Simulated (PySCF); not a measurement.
SMILES COc1ccc(B(O)O)cc1, GFN2-xTB optimised geometry.

```
20

C     -2.81    -2.63    -0.01
O     -1.40    -2.57     0.00
C     -0.81    -1.34     0.00
C     -1.48    -0.12     0.00
C     -0.76     1.06     0.00
C      0.63     1.08     0.00
B      1.46     2.42     0.00
O      2.81     2.35    -0.12
O      0.91     3.66     0.12
C      1.29    -0.15     0.00
C      0.59    -1.34     0.00
H     -3.05    -3.69    -0.02
H     -3.24    -2.16     0.88
H     -3.23    -2.16    -0.91
H     -2.56    -0.08     0.00
H     -1.32     1.99     0.00
H      3.24     3.21    -0.11
H     -0.04     3.69     0.21
H      2.36    -0.16     0.00
H      1.10    -2.29     0.00
```

Density from PySCF with PBE/def2-SVP at that geometry.

Minimum of the electron density along straight lines between bonded atoms, close to the bond critical point (lines longer than 1.1 times the sum of covalent radii, or with two minima, are not listed):

```
bond     length / Å  ρ at the minimum / e bohr⁻³  ∇²ρ there / e bohr⁻⁵  position (fraction from the first atom)
-------  ----------  ---------------------------  --------------------  ---------------------------------------
C1–O2         1.406                        0.257                 -0.39                                     0.35
O2–C3         1.362                        0.284                 -0.31                                     0.66
C3–C4         1.390                        0.307                 -0.75                                     0.51
C4–C5         1.384                        0.307                 -0.75                                     0.50
C5–C6         1.393                        0.303                 -0.73                                     0.51
C6–B7         1.578                        0.180                 -0.20                                     0.67
B7–O8         1.351                        0.207                  1.16                                     0.33
B7–O9         1.365                        0.199                  1.09                                     0.33
C6–C10        1.399                        0.301                 -0.72                                     0.49
C3–C11        1.397                        0.306                 -0.77                                     0.52
C10–C11       1.376                        0.313                 -0.77                                     0.50
C1–H12        1.089                        0.282                 -1.08                                     0.64
C1–H13        1.095                        0.277                 -1.03                                     0.64
C1–H14        1.095                        0.277                 -1.03                                     0.64
C4–H15        1.079                        0.279                 -1.03                                     0.63
C5–H16        1.083                        0.278                 -1.01                                     0.62
O8–H17        0.958                        0.357                 -2.31                                     0.81
O9–H18        0.955                        0.360                 -2.34                                     0.81
C10–H19       1.079                        0.284                 -1.08                                     0.64
C11–H20       1.079                        0.281                 -1.05                                     0.63
```
